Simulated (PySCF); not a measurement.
**Core-level binding energies of (MgO)3 ring**

Compound: (MgO)3 ring, Mg₃O₃.
Structure used (PBE0-D3(BJ)/def2-SVP), in Å, numbered top down from 1:
```xyz
6
Mg3O3 angstrom
Mg     1.435    0.371   -0.836
O     -0.031    1.293   -1.448
Mg    -1.470    0.760   -0.439
O     -1.640   -0.430    0.950
Mg     0.029   -1.129    1.271
O      1.677   -0.866    0.501
```

Computed, not measured: delta-SCF UKS SCAN, pcX-2 on the ionised atom, pcseg-1 elsewhere, spin-free X2C (PySCF 2.14.0). Vertical ΔSCF values, vacuum level as zero.

Question: What binding energy does each computed site have?

Answer: 
```csv
atom(s),environment,level,binding energy (eV),count
Mg1/Mg3/Mg5,magnesium bonded to 2 O,Mg 1s,1310.03,3
O2/O4/O6,oxygen bonded to 2 Mg,O 1s,533.81,3
```

Question: Express the binding energy of O 1s of O2 (atom 2)/O4/O6 in atomic units and per mole.

Answer: 533.81 eV = 19.6172 Eh = 51505 kJ/mol.

Question: Which effective nuclear charge Zeff reproduces each element's mean 1s value in the hydrogen-like formula E = 13.606 eV × Zeff²?

Answer: O (Z = 8): mean 533.8 eV, Zeff = 6.26, Z − Zeff = 1.74; Mg (Z = 12): mean 1310.0 eV, Zeff = 9.81, Z − Zeff = 2.19. Means run over the listed sites, weighted by atom count.

Atoms equivalent by their bonding share one computed value, that of the first of them. Geometry: PBE0-D3(BJ)/def2-SVP, one conformer, isolated molecule.

The run took 4.7 s wall on an Arm Neoverse V1 with one thread, on a shared host.
